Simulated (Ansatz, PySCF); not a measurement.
Potential energy curve for SeBe, lowest triplet found (which spin is the ground state isn't settled by this scan).

- UKS-B3LYP/6-31G* = PySCF with unrestricted B3LYP/6-31G*, spherical d
- ROMP2 = MP2 on ROHF/cc-pVDZ, cores with 3d frozen run with Ansatz (a first-principles code)
- UCCSD(T) = CCSD(T) on UHF/cc-pVDZ, cores with 3d frozen (Ansatz)

Total energies in hartree (comparable only within one method and basis):

```csv
R / Å,UKS-B3LYP/6-31G*,ROMP2,UCCSD(T)
1.55,-2415.85398,-2414.41093,-2414.43216
1.69,-2415.92763,-2414.48765,-2414.50899
1.78,-2415.95436,-2414.51559,-2414.53707
1.87,-2415.97028,-2414.53225,-2414.55391
1.98,-2415.97952,-2414.54188,-2414.56383
2.04,-2415.98120,-2414.54354,-2414.56570
2.13,-2415.98057,-2414.54267,-2414.56519
2.16,-2415.97971,-2414.54167,-2414.56434
2.23,-2415.97677,-2414.53829,-2414.56134
2.35,-2415.96953,-2414.53003,-2414.55391
2.45,-2415.96228,-2414.52167,-2414.54650
2.57,-2415.95301,-2414.51081,-2414.53719
2.70,-2415.94306,-2414.49886,-2414.52759
2.93,-2415.92755,-2414.47944,-2414.51434
3.16,-2415.91601,-2414.47088,-2414.50703
3.46,-2415.90652,-2414.46852,-2414.50355
3.80,-2415.90074,-2414.46783,-2414.50265
4.24,-2415.89723,-2414.46753,-2414.50242
4.77,-2415.89557,-2414.46751,-2414.50254
5.42,-2415.89499,-2414.46727,-2414.50229
6.29,-2415.89487,-2414.46703,-2414.50204
7.38,-2415.89487,-2414.46694,-2414.50196
```

The T1 diagnostic of CCSD on the restricted reference of ROMP2 exceeds 0.045 at 2.70 to 2.93 Å. The unrestricted determinant behind UCCSD(T) is spin-contaminated at 2.70 to 7.38 Å (<S²> up to 2.3, against 2.00 for a pure triplet).
